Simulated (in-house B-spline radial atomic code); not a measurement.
Values are calculated unless marked as measured or tabulated.
# Be in electron gases of falling density

A nucleus sits in a uniform electron gas with a rigid positive background. The Kohn-Sham equations are solved self-consistently in the spin-unpolarised LDA (PW92), non-relativistic, on B-splines with outgoing waves at the boundary and partial waves to l = 8. The model has no lattice, no bands and no magnetic solution. Atomic units; δ_l are the phase shifts at the Fermi level, counted so that each bound state adds π, and good to about 0.0005.

```json
{"r_s (bohr)": "1.5", "k_F": "1.2794", "δ0/π": "0.916", "δ1/π": "0.257", "δ2/π": "0.042", "shallowest bound level (hartree)": "s -3.06", "σ_tr (bohr²)": "12.17", "Q (a.u.)": "1.101"}
{"r_s (bohr)": "1.65", "k_F": "1.1631", "δ0/π": "0.955", "δ1/π": "0.261", "δ2/π": "0.036", "shallowest bound level (hartree)": "s -3.13", "σ_tr (bohr²)": "14.35", "Q (a.u.)": "0.887"}
{"r_s (bohr)": "1.8", "k_F": "1.0662", "δ0/π": "0.991", "δ1/π": "0.265", "δ2/π": "0.031", "shallowest bound level (hartree)": "s -3.19", "σ_tr (bohr²)": "16.53", "Q (a.u.)": "0.721"}
{"r_s (bohr)": "2", "k_F": "0.9596", "δ0/π": "1.035", "δ1/π": "0.268", "δ2/π": "0.024", "shallowest bound level (hartree)": "s -3.26", "σ_tr (bohr²)": "19.39", "Q (a.u.)": "0.555"}
{"r_s (bohr)": "2.07", "k_F": "0.9271", "δ0/π": "1.050", "δ1/π": "0.269", "δ2/π": "0.022", "shallowest bound level (hartree)": "s -3.28", "σ_tr (bohr²)": "20.37", "Q (a.u.)": "0.508"}
{"r_s (bohr)": "2.2", "k_F": "0.8723", "δ0/π": "1.076", "δ1/π": "0.270", "δ2/π": "0.018", "shallowest bound level (hartree)": "s -3.32", "σ_tr (bohr²)": "22.17", "Q (a.u.)": "0.434"}
{"r_s (bohr)": "2.4", "k_F": "0.7996", "δ0/π": "1.115", "δ1/π": "0.270", "δ2/π": "0.013", "shallowest bound level (hartree)": "s -3.37", "σ_tr (bohr²)": "24.88", "Q (a.u.)": "0.344"}
{"r_s (bohr)": "2.67", "k_F": "0.7188", "δ0/π": "1.164", "δ1/π": "0.267", "δ2/π": "0.006", "shallowest bound level (hartree)": "s -3.42", "σ_tr (bohr²)": "28.55", "Q (a.u.)": "0.257"}
{"r_s (bohr)": "3", "k_F": "0.6397", "δ0/π": "1.220", "δ1/π": "0.262", "δ2/π": "-0.000", "shallowest bound level (hartree)": "s -3.48", "σ_tr (bohr²)": "33.56", "Q (a.u.)": "0.190"}
{"r_s (bohr)": "3.3", "k_F": "0.5816", "δ0/π": "1.268", "δ1/π": "0.254", "δ2/π": "-0.005", "shallowest bound level (hartree)": "s -0.000854", "σ_tr (bohr²)": "39.38", "Q (a.u.)": "0.152"}
{"r_s (bohr)": "3.6", "k_F": "0.5331", "δ0/π": "1.312", "δ1/π": "0.246", "δ2/π": "-0.008", "shallowest bound level (hartree)": "s -0.00411", "σ_tr (bohr²)": "47.18", "Q (a.u.)": "0.129"}
{"r_s (bohr)": "4", "k_F": "0.4798", "δ0/π": "1.365", "δ1/π": "0.232", "δ2/π": "-0.011", "shallowest bound level (hartree)": "s -0.0108", "σ_tr (bohr²)": "61.44", "Q (a.u.)": "0.110"}
```

Q = n k_F σ_tr, with n = 3/(4π r_s³).

(1) How does the screening charge move between partial waves as the gas thins?

(2) What end-to-end powers of r_s do the first and last rows give for σ_tr and Q?

## Answers

(1) By (2/π)(2l + 1) δ_l, at r_s = 1.5 it is s 1.83, p 1.54, d 0.42, f and beyond 0.21, and at r_s = 4 s 2.73, p 1.39, d -0.11, f and beyond -0.02. The free atom is [He] 2s2.

(2) σ_tr goes as r_s^+1.65 and Q as r_s^-2.35. Since n k_F/k_F² goes as r_s⁻², Q = 4π n Σ/k_F would fall as r_s⁻² at fixed phase shifts; the sum Σ (l + 1) sin²(δ_l − δ_(l+1)) is 1.585 in the first row and 1.125 in the last, and ranges from 1.06 to 1.59 between them, so these powers are no law.
